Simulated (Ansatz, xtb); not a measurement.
## Relaxing a trial structure of C2F3Si

The starting geometry of this gas-phase doublet was built from a drawn formula by distance geometry and a force field; its bonds are those of `FC1=[C][Si]1(F)F`.

```yaml
atoms:
  - { symbol: C, position_ang: [-1.6686, -1.2773, -0.1845] }
  - { symbol: C, position_ang: [-0.4892, -0.8120, -0.2568] }
  - { symbol: F, position_ang: [-1.9816, -2.5326, -0.5084] }
  - { symbol: F, position_ang: [-0.0940, -1.7204, 2.3035] }
  - { symbol: F, position_ang: [-1.0970, 0.8214, 1.9116] }
  - { symbol: Si, position_ang: [-1.1726, -0.8127, 1.4701] }
```

**Question.** Predict what it relaxes into with r2SCAN-D4/def2-SVP.

**Answer.** It keeps its bonds, and is `FC1=[C][Si]1(F)F`.

The energy falls by 2.09 eV over 7 steps:

```json
{"step": "1", "E − E(last) (eV)": "2.095"}
{"step": "2", "E − E(last) (eV)": "1.058"}
{"step": "3", "E − E(last) (eV)": "0.185"}
{"step": "4", "E − E(last) (eV)": "0.020"}
{"step": "5", "E − E(last) (eV)": "0.001"}
{"step": "6", "E − E(last) (eV)": "0.000"}
{"step": "7", "E − E(last) (eV)": "0.000"}
```

Final geometry (Å):

```xyz
6

C    -1.5078   -1.5612   -0.1022
C    -0.3841   -0.8870   -0.3881
F    -2.4052   -2.3068   -0.6974
F    -0.0246   -1.4585    2.5474
F    -1.3917    0.6002    2.0300
Si   -0.7896   -0.7202    1.3457
```

From the same start GFN2-xTB ends elsewhere, at `FC#C[Si](F)F`.

No frequencies were run, so the end isn't proven a minimum. Open shells are spin-unrestricted. Run with Ansatz 0.2.0, 41 s on 2 threads of Arm Neoverse V1 (shared host).
